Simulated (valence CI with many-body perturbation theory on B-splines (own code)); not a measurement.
E1 transitions of Cd XLIV

Level of theory: valence CI with perturbative core correlation (CI+MBPT): three valence electrons over a frozen Dirac-Fock core [He], a basis of 11 s, 11 p, 9 d, 7 f, 5 g, 2 h, 1 i functions for each j, with the one-electron correlation potential Σ1 (screened to all orders), the two-electron term Σ2, the three-electron term Σ3, Breit, model QED; selected single and double excitations, second order for the rest (own B-spline code, finite nucleus).

The last digits are not significant, and no measured levels were compared; by estimate large intervals hold to a few tenths of a per cent, small ones and those within an open d or f shell to about a per cent.

Lines 1 to 50 of 272 in falling wavelength, among levels below 339.98 Ry, chosen from the strongest by gf and those to the six lowest levels. Wavelengths and rates use the calculated energies. Electric multipoles are in the length gauge, E1 and E2 with the static RPA response of the core. Weak lines are less certain than strong ones. Lines between different terms over intervals too small for the method are left out, as are lines whose strength nearly cancels. The highest levels of a list are the least certain.

Levels are named by their leading jj configuration (3d3/2^4 stands for four electrons in 3d with j = 3/2), which in mixed levels can hold well under half, so a name can repeat and another be missing. Letters in brackets count levels of one name in rising energy.

```
λ vac (nm)                          Upper                          Lower   A (s⁻¹)  S (a.u.) with core polarisation  S without
     24.34         (2s 2p3/2 3d5/2) J=9/2         (2s 2p3/2 3p3/2) J=7/2  2.73e+09                         1.94e-01   1.94e-01
     24.10      (2p1/2 2p3/2 3d5/2) J=9/2      (2p1/2 2p3/2 3p3/2) J=7/2  3.27e+09                         2.26e-01   2.26e-01
     23.50      (2p1/2 2p3/2 3d5/2) J=7/2  (2p1/2 2p3/2 3p3/2) J=5/2 [a]  2.77e+09                         1.42e-01   1.42e-01
     23.50         (2s 2p1/2 3d5/2) J=7/2         (2s 2p1/2 3p3/2) J=5/2  3.08e+09                         1.58e-01   1.58e-01
     23.31          (2p1/2^2 3d5/2) J=5/2          (2p1/2^2 3p3/2) J=3/2  3.15e+09                         1.18e-01   1.18e-01
     22.45         (2s 2p3/2 3p1/2) J=5/2            (2s 2p3/2 3s) J=5/2  2.28e+09                         7.65e-02   7.65e-02
     22.19     (2s 2p1/2 3d5/2) J=5/2 [a]     (2s 2p1/2 3p3/2) J=3/2 [a]  2.89e+09                         9.34e-02   9.34e-02
     20.72      (2p1/2 2p3/2 3d5/2) J=5/2  (2p1/2 2p3/2 3p3/2) J=3/2 [a]  2.58e+09                         6.79e-02   6.79e-02
     20.70     (2s 2p1/2 3d5/2) J=5/2 [b]     (2s 2p1/2 3p3/2) J=3/2 [b]  3.76e+09                         9.88e-02   9.88e-02
     20.70     (2s 2p3/2 3d5/2) J=7/2 [b]     (2s 2p3/2 3p3/2) J=5/2 [b]  3.24e+09                         1.14e-01   1.14e-01
     20.39     (2s 2p3/2 3d5/2) J=7/2 [a]     (2s 2p3/2 3p3/2) J=5/2 [a]  3.50e+09                         1.17e-01   1.17e-01
     18.78             (2s^2 3d5/2) J=5/2            (2s 2p1/2 3s) J=3/2  3.19e+09                         6.26e-02   6.26e-02
     13.90      (2p1/2 2p3/2 3d3/2) J=7/2     (2s 2p3/2 3d3/2) J=5/2 [b]  9.15e+09                         9.69e-02   9.70e-02
     13.38      (2p1/2 2p3/2 3p3/2) J=7/2         (2p1/2 2p3/2 3s) J=5/2  2.39e+10                         2.26e-01   2.26e-01
     13.35     (2s 2p3/2 3d3/2) J=5/2 [a]         (2s 2p3/2 3p1/2) J=5/2  6.36e+09                         4.48e-02   4.48e-02
     13.06         (2s 2p1/2 3d3/2) J=5/2         (2s 2p1/2 3p1/2) J=3/2  1.05e+10                         6.89e-02   6.90e-02
     12.97     (2s 2p3/2 3d3/2) J=5/2 [a]     (2s 2p3/2 3p1/2) J=3/2 [a]  7.09e+09                         4.58e-02   4.58e-02
     12.90         (2s 2p3/2 3d3/2) J=7/2         (2s 2p3/2 3p1/2) J=5/2  1.20e+10                         1.01e-01   1.01e-01
     12.88  (2p1/2 2p3/2 3d3/2) J=5/2 [a]  (2p1/2 2p3/2 3p1/2) J=3/2 [a]  1.24e+10                         7.84e-02   7.84e-02
     12.87          (2p1/2^2 3d3/2) J=3/2          (2p1/2^2 3p1/2) J=1/2  1.69e+10                         7.10e-02   7.11e-02
     12.78     (2s 2p3/2 3p3/2) J=5/2 [b]        (2s 2p3/2 3s) J=3/2 [b]  8.20e+09                         5.07e-02   5.07e-02
     12.63     (2s 2p3/2 3d3/2) J=3/2 [a]     (2s 2p3/2 3p1/2) J=3/2 [a]  1.08e+10                         4.30e-02   4.30e-02
     12.60  (2p1/2 2p3/2 3p3/2) J=3/2 [a]         (2p1/2 2p3/2 3s) J=1/2  1.20e+10                         4.74e-02   4.74e-02
     12.50     (2s 2p1/2 3d3/2) J=3/2 [a]     (2s 2p1/2 3p1/2) J=1/2 [a]  1.57e+10                         6.06e-02   6.06e-02
     12.43     (2s 2p1/2 3p3/2) J=3/2 [b]        (2s 2p1/2 3s) J=1/2 [b]  1.43e+10                         5.41e-02   5.41e-02
     12.19  (2p1/2 2p3/2 3p3/2) J=5/2 [a]     (2p1/2 2p3/2 3s) J=3/2 [a]  2.46e+10                         1.32e-01   1.32e-01
     12.10  (2p1/2 2p3/2 3p3/2) J=5/2 [b]     (2s 2p3/2 3p3/2) J=3/2 [b]  1.81e+10                         9.49e-02   9.50e-02
     12.00         (2s 2p1/2 3p3/2) J=5/2             (2s^2 3p3/2) J=3/2  2.30e+10                         1.18e-01   1.18e-01
     11.97          (2p1/2^2 3p3/2) J=3/2             (2p1/2^2 3s) J=1/2  3.28e+10                         1.11e-01   1.11e-01
     11.97     (2s 2p3/2 3d3/2) J=5/2 [b]     (2s 2p3/2 3p1/2) J=3/2 [b]  1.42e+10                         7.23e-02   7.23e-02
     11.90         (2s 2p3/2 3p3/2) J=7/2            (2s 2p3/2 3s) J=5/2  2.90e+10                         1.93e-01   1.93e-01
     11.85     (2s 2p3/2 3p3/2) J=5/2 [a]        (2s 2p3/2 3s) J=3/2 [a]  1.36e+10                         6.70e-02   6.71e-02
     11.54         (2s 2p1/2 3p1/2) J=3/2             (2s^2 3p1/2) J=1/2  1.42e+10                         4.32e-02   4.32e-02
     11.41  (2p1/2 2p3/2 3p3/2) J=5/2 [b]         (2p1/2 2p3/2 3s) J=5/2  8.83e+09                         3.88e-02   3.88e-02
     11.18  (2p1/2 2p3/2 3p3/2) J=3/2 [b]     (2p1/2 2p3/2 3s) J=3/2 [b]  2.02e+10                         5.56e-02   5.57e-02
     11.10     (2s 2p1/2 3p3/2) J=3/2 [a]        (2s 2p1/2 3s) J=1/2 [a]  3.34e+10                         9.01e-02   9.01e-02
     10.70         (2p1/2 2p3/2 3s) J=5/2        (2s 2p3/2 3s) J=3/2 [b]  2.14e+10                         7.77e-02   7.77e-02
     10.35     (2s 2p3/2 3p3/2) J=1/2 [b]            (2s 2p3/2 3s) J=1/2  3.36e+10                         3.69e-02   3.69e-02
     10.33     (2s 2p3/2 3p3/2) J=5/2 [a]            (2s 2p3/2 3s) J=5/2  1.78e+10                         5.80e-02   5.80e-02
     10.28             (2s^2 3p3/2) J=3/2                (2s^2 3s) J=1/2  3.09e+10                         6.64e-02   6.64e-02
     10.18         (2s 2p1/2 3p3/2) J=5/2            (2s 2p1/2 3s) J=3/2  1.30e+10                         4.05e-02   4.05e-02
     10.02         (2s 2p1/2 2p3/2) J=5/2             (2s^2 2p3/2) J=3/2  2.99e+09                         8.90e-03   8.92e-03
     9.973     (2s 2p3/2 3p3/2) J=3/2 [b]            (2s 2p3/2 3s) J=1/2  2.48e+10                         4.86e-02   4.87e-02
     9.916     (2s 2p1/2 3p3/2) J=3/2 [b]            (2s 2p1/2 3s) J=3/2  1.95e+10                         3.74e-02   3.75e-02
     9.718  (2p1/2 2p3/2 3p3/2) J=5/2 [b]     (2s 2p3/2 3p3/2) J=5/2 [b]  1.62e+10                         4.40e-02   4.40e-02
     9.082             (2s 2p1/2^2) J=1/2             (2s^2 2p1/2) J=1/2  6.04e+09                         4.46e-03   4.48e-03
     8.311          (2p1/2^2 2p3/2) J=3/2     (2s 2p1/2 2p3/2) J=3/2 [b]  6.69e+09                         7.58e-03   7.60e-03
     7.837          (2p1/2^2 3d5/2) J=5/2         (2s 2p1/2 3d5/2) J=7/2  1.98e+10                         2.82e-02   2.82e-02
     7.391     (2s 2p1/2 2p3/2) J=3/2 [b]             (2s^2 2p3/2) J=3/2  3.78e+09                         3.01e-03   3.02e-03
     7.289         (2s 2p1/2 2p3/2) J=1/2             (2s^2 2p3/2) J=3/2  6.12e+09                         2.34e-03   2.35e-03
```
